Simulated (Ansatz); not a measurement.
Reaction (ligand exchange at the Si–S bond): `C=C[SiH2]S[SiH](F)F` + H₂Se → `F[SiH](F)[SeH]` + `C=C[SiH2]S`

Gas-phase electronic energies from Ansatz, PBE0-D4/def2-TZVP geometries. CCSD(T)/CBS is the MP2 limit (def2-TZVPP, def2-QZVPP) plus CCSD(T) − MP2 in def2-TZVPP, frozen cores. DFT in def2-TZVPP. B3LYP here is the variant with VWN-RPA as its local correlation; programs differ in this. For Se outer-core shells are correlated without core-valence functions, which leaves a few kJ/mol of doubt a bond. Scalar relativity is left out up to krypton. Each species was taken in one conformer, which may not be the lowest.

| level | ΔE (eV) |
| --- | --- |
| B3LYP-D4 | 0.16 |
| ωB97X-V | 0.14 |
| PBE | 0.06 |
| r2SCAN | 0.12 |
| PBE0 | 0.07 |
| SCS-MP2/def2-TZVPP | 0.12 |
| CCSD(T)/def2-TZVPP | 0.13 |
| MP2/def2-QZVPP | 0.12 |

Task: What does CCSD(T)/CBS give? (Best estimate.)

Result: Computed: +0.11 eV. The listed levels differ from it by 0.05, 0.03, -0.05, 0.01, -0.04, 0.01, 0.02, 0.01 eV.

Largest T1 diagnostic among the species: 0.012.

The D4 term adds +0.12 eV with B3LYP and +0.07 eV with PBE0; it sums over pairs of atoms, weighted by their polarisabilities, and B3LYP, whose exchange is more repulsive, gets the larger term. In def2-TZVPP, CCSD(T) changes the Hartree–Fock value by +0.08 eV (the triples alone add +0.02 eV) and MP2 by +0.09 eV.
